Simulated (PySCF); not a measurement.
Point-charge models of `CC#CC[C@H](F)[SiH2]N(C)C` against its computed dipole.

Coordinates (GFN2-xTB, Å) and charges (e) from the PBE0/pcSseg-1 density (PySCF):

| atom | x | y | z | Mulliken | IAO | Hirshfeld | ESP-fitted |
| --- | --- | --- | --- | --- | --- | --- | --- |
| C1 | -4.159 | 0.879 | -0.828 | -0.1874 | -0.4354 | -0.0969 | -0.5621 |
| C2 | -3.201 | -0.019 | -0.218 | -0.3023 | -0.0500 | -0.0518 | +0.1362 |
| C3 | -2.404 | -0.750 | 0.297 | -0.0979 | -0.0858 | -0.0619 | -0.2922 |
| C4 | -1.439 | -1.647 | 0.898 | -0.1618 | -0.2794 | -0.0667 | -0.1476 |
| C5 | -0.060 | -1.459 | 0.271 | -0.0928 | -0.0850 | -0.0194 | -0.0108 |
| F6 | 0.769 | -2.470 | 0.764 | -0.3467 | -0.3361 | -0.1154 | -0.2332 |
| Si7 | 0.699 | 0.251 | 0.686 | +0.8004 | +0.8749 | +0.3497 | +0.4198 |
| N8 | 2.028 | 0.517 | -0.366 | -0.7896 | -0.5038 | -0.1755 | -0.1868 |
| C9 | 2.569 | 1.847 | -0.506 | -0.0667 | -0.2974 | -0.0695 | -0.4411 |
| C10 | 3.010 | -0.499 | -0.669 | -0.0830 | -0.3013 | -0.0707 | -0.3795 |
| H11 | -4.939 | 1.135 | -0.112 | +0.1472 | +0.1711 | +0.0598 | +0.1915 |
| H12 | -3.658 | 1.793 | -1.147 | +0.1470 | +0.1707 | +0.0597 | +0.1892 |
| H13 | -4.616 | 0.406 | -1.696 | +0.1464 | +0.1702 | +0.0591 | +0.1866 |
| H14 | -1.766 | -2.683 | 0.757 | +0.1578 | +0.1707 | +0.0551 | +0.1497 |
| H15 | -1.377 | -1.454 | 1.973 | +0.1515 | +0.1616 | +0.0523 | +0.1340 |
| H16 | -0.121 | -1.642 | -0.808 | +0.1309 | +0.1470 | +0.0391 | +0.1286 |
| H17 | 0.982 | 0.220 | 2.134 | -0.1083 | -0.1629 | -0.0917 | -0.0892 |
| H18 | -0.273 | 1.299 | 0.375 | -0.1005 | -0.1301 | -0.0821 | -0.0854 |
| H19 | 3.376 | 2.034 | 0.212 | +0.0971 | +0.1172 | +0.0317 | +0.1525 |
| H20 | 2.971 | 1.977 | -1.514 | +0.1085 | +0.1357 | +0.0402 | +0.1549 |
| H21 | 1.785 | 2.579 | -0.340 | +0.1133 | +0.1436 | +0.0446 | +0.1581 |
| H22 | 3.344 | -0.390 | -1.704 | +0.1079 | +0.1335 | +0.0387 | +0.1361 |
| H23 | 3.887 | -0.416 | -0.017 | +0.0953 | +0.1189 | +0.0326 | +0.1438 |
| H24 | 2.582 | -1.488 | -0.541 | +0.1337 | +0.1524 | +0.0388 | +0.1469 |

Question: Compute μ = Σ q r for each scheme (1 e·Å = 4.803 D) and compare with the dipole of the full density.

Answer: The full density gives (-0.52, 1.55, -1.02) D, 1.93 D in size; dipole vectors point from the negative to the positive end.

```tsv
scheme	μx	μy	μz	size (D)	share of the full size (%)	angle to the full dipole (°)
Mulliken	-0.49	3.77	-0.70	3.86	200	24
IAO	-1.54	3.06	-0.77	3.51	182	21
Hirshfeld	-0.69	1.18	-0.67	1.52	79	12
ESP-fitted	-0.48	1.58	-0.98	1.92	100	2
```

Question: Which set comes closest?

Answer: Length of the difference vector: ESP-fitted 0.06 D, Hirshfeld 0.54 D, IAO 1.84 D, Mulliken 2.24 D. Closest: ESP-fitted. ESP charges are fitted to the potential around the molecule, whose slowest-falling term is the dipole's. The schemes that divide the density aren't constrained to reproduce the dipole.

Question: What is left for the Hirshfeld atoms' own dipoles?

Answer: The Hirshfeld atoms' densities add up to the full density, so μ = Σ q r + Σ (atomic dipoles). The atomic dipoles sum to (-0.52, 1.55, -1.02) − (-0.69, 1.18, -0.67) = (0.17, 0.37, -0.35) D, 0.54 D in size.

Question: With the origin at the mean of the coordinates, (0.000, 0.001, -0.087) Å, which are the largest single terms, by size, of the IAO dipole along the direction of the full one?

Answer: C1 -4.64, F6 +4.27, H12 +2.45, H13 +1.98, C4 +1.96 D; all 24 atoms together +3.28 D. The single terms depend on the origin, their sum doesn't.

Question: Give the size of the full dipole in other units.

Answer: 1.93 D = 0.759 au = 0.401 e·Å = 6.43 × 10⁻³⁰ C·m.

One conformer (not necessarily the lowest) at the GFN2-xTB geometry, without solvent, vibrations or thermal averaging.

The values belong to the conformer `[CH3:1][C:2]#[C:3][CH2:4][C@H:5]([F:6])[SiH2:7][N:8]([CH3:9])[CH3:10]`: C3–C4–C5–F6 -172°, C4–C5–Si7–N8 -166°, C5–Si7–N8–C9 164°.
